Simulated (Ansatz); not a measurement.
Start from `B[C](=C)[SnH3]` and change one atom or group to get `BC(=C)C`.

Ansatz, PBE0-D4/def2-TZVP geometries, multiplicity 1. 

Elements past krypton have def2 core potentials.

```tsv
property	`B[C](=C)[SnH3]`
size of the dipole moment (ωB97M-V/def2-TZVPP) / D	1.18
LUMO energy (PBE/def2-TZVPP) / eV	-3.28
HOMO energy (PBE/def2-TZVPP) / eV	-6.76
LUMO energy (ωB97M-V/def2-TZVPP) / eV	-0.24
HOMO energy (B3LYP/def2-TZVPP) / eV	-7.74
HOMO energy (PBE0/def2-TZVPP) / eV	-7.92
```

Question: What does the change do to each property? (Estimate.)

Answer: Ansatz gave: 
```tsv
property	`BC(=C)C`	shift
size of the dipole moment (ωB97M-V/def2-TZVPP) / D	1.11	-0.07
LUMO energy (PBE/def2-TZVPP) / eV	-2.93	0.35
HOMO energy (PBE/def2-TZVPP) / eV	-6.91	-0.15
LUMO energy (ωB97M-V/def2-TZVPP) / eV	0.06	0.30
HOMO energy (B3LYP/def2-TZVPP) / eV	-7.71	0.03
HOMO energy (PBE0/def2-TZVPP) / eV	-7.93	-0.01
```

Dipoles are sizes alone; their direction can turn.

B3LYP here is the variant with VWN-RPA as its local correlation; programs differ in this.
